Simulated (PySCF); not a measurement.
S8. Atoms are numbered in the order given.

```xyz
8

S      0.0865    -1.8666     1.7174
S     -1.0467    -1.6263     0.0000
S      0.0865    -1.8666    -1.7174
S      0.9831     0.0595    -2.0799
S     -0.5672     1.4088    -1.7353
S      0.0420     2.4229     0.0000
S     -0.5672     1.4088     1.7353
S      0.9831     0.0595     2.0799
```

Coordinates come from a B3LYP-D3(BJ)/def2-SVP optimisation.

Level of theory: SMD-ωB97X/def2-SVP (PySCF).

Solvation free energies are E(SMD) − E(gas) at the gas-phase geometry, for 1 M in both phases. In vacuum the dipole moment is 0.16 D.

```json
[
 {"solvent": "water", "ΔG(solv) (kcal/mol)": "-2.7", "its non-electrostatic (CDS) part": "-2.0", "dipole (D)": "0.24"},
 {"solvent": "acetonitrile", "ΔG(solv) (kcal/mol)": "-7.2", "its non-electrostatic (CDS) part": "-6.5", "dipole (D)": "0.24"},
 {"solvent": "dimethylsulfoxide", "ΔG(solv) (kcal/mol)": "-6.6", "its non-electrostatic (CDS) part": "-5.9", "dipole (D)": "0.24"}
]
```
